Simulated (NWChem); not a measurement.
System: VF₅; SMILES [F][V]([F])([F])([F])[F]

Here is an NWChem input.

```
start job
memory heap 200 mb stack 900 mb global 1100 mb
geometry units angstroms noautoz
  V      0.000000     0.000000     0.000000
  F      0.000000     0.000000    -1.747619
  F      0.000000     0.000000     1.747619
  F      1.653330    -0.443008     0.000000
  F     -0.443008     1.653330     0.000000
  F     -1.210321    -1.210321     0.000000
end
basis spherical
  * library def2-svp
end
dft
  xc mn15-l
  iterations 150
  mulliken
end
task dft energy
```

The geometry was optimised at PBE-D3(BJ)/def2-SVP.

Question: Predict the main results of this run. (MN15-L/def2-SVP.) Quantities: energy (Ha); highest occupied level (eV); orbital gap (eV).

Answer: The energy (Ha) comes out as -1442.35 and the highest occupied level (eV) comes out as -11.01. The orbital gap (eV) is 4.35.
